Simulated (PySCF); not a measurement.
## Telling isomers of C6H10N2Si apart by NMR

[PySCF 2.14.0 with density-fitted response routines: GFN2-xTB structure; shieldings: GIAO PBE0/pcSseg-1; rapidly exchanging positions averaged; non-relativistic; a single conformation; no solvent model]

Chemical shifts δ = σref − σ; 1H, 13C vs TMS, all at this level. Where no couplings were computed, multiplicities follow the n + 1 count of equivalent neighbours, and m marks all less simple cases (inequivalent or close neighbours, rings, F or P nearby). Shifts are as computed. Against solution values, carbons near 30 ppm lie about +3 ppm off and those near 130 ppm about +5 ppm. Of 1211 compounds with measured shifts, 218 miss one by over three times the rms of a fit or turn the order of signals round; such compounds aren't used in these exercises. OH and NH positions are gas-phase values without hydrogen bonding to other molecules.

(1) Tabulate the signals of `CN(C)[C@@H]1C=C[Si@H]1C#N`, `CCc1nnccc1[SiH3]`, `C#C[Si@@]1(NC)C=CCN1` and their relative energies.

(2) What is the quickest way to tell CN(C)[C@@H]1C=C[Si@H]1C#N from C#C[Si@@]1(NC)C=CCN1?

(3) What is the quickest way to tell CCc1nnccc1[SiH3] from C#C[Si@@]1(NC)C=CCN1?

(4) What is the quickest way to tell CN(C)[C@@H]1C=C[Si@H]1C#N from CCc1nnccc1[SiH3]?

Answers

(1) 
| SMILES | carbon types | δC | δH | E rel. (kcal/mol) |
| --- | --- | --- | --- | --- |
| CN(C)[C@@H]1C=C[Si@H]1C#N | 1×C 3×CH 2×CH3 | 169.4, 144.2, 124.0, 72.4, 46.0 | 7.70 (m, 1H), 6.37 (m, 1H), 4.89 (m, 1H), 3.05 (m, 1H), 2.25 (s, 6H) | 28.2 |
| CCc1nnccc1[SiH3] | 2×C 2×CH 1×CH2 1×CH3 | 173.3, 153.4, 139.3, 131.1, 36.6, 18.7 | 9.40 (d, 1H), 7.57 (d, 1H), 4.56 (s, 3H), 3.22 (q, 2H), 1.40 (t, 3H) | 10.9 |
| C#C[Si@@]1(NC)C=CCN1 | 1×C 3×CH 1×CH2 1×CH3 | 157.7, 131.7, 101.9, 89.2, 55.6, 31.3 | 7.16 (m, 1H), 5.98 (d, 1H), 4.09 (m, 1H), 4.09 (m, 1H), 3.07 (s, 3H), 2.00 (s, 1H), 1.12 (br s, 1H), 0.50 (br s, 1H) | 0.0 |

Energies are electronic energies at PBE0/pcSseg-1 on these geometries, without zero-point or thermal terms, each for the one conformer computed, which needn't be the lowest.

(2) Count the carbon signals: 5 against 6. The first has a nitrile carbon (C) at 124.0 ppm, the second an allylic sp3 CH2 bonded to N at 55.6 ppm. Their most deshielded carbons lie at 169.4 and 157.7 ppm. In the proton spectra the most deshielded non-exchanging signals are 7.70 (m, 1H) and 7.16 (m, 1H).

(3) Both give the same number of carbon signals, but DEPT or the intensities differ. The first has a substituted aromatic carbon next to a ring nitrogen (C) at 173.3 ppm, the second an alkyne carbon (C) at 89.2 ppm. Their most deshielded carbons lie at 173.3 and 157.7 ppm. In the proton spectra the most deshielded non-exchanging signals are 9.40 (d, 1H) and 7.16 (m, 1H).

(4) Count the carbon signals: 5 against 6. The first has an allylic sp3 CH bonded to N and Si at 72.4 ppm, the second an sp3 CH2 on an aromatic ring at 36.6 ppm. Their most deshielded carbons lie at 169.4 and 173.3 ppm. In the proton spectra the most deshielded non-exchanging signals are 7.70 (m, 1H) and 9.40 (d, 1H).
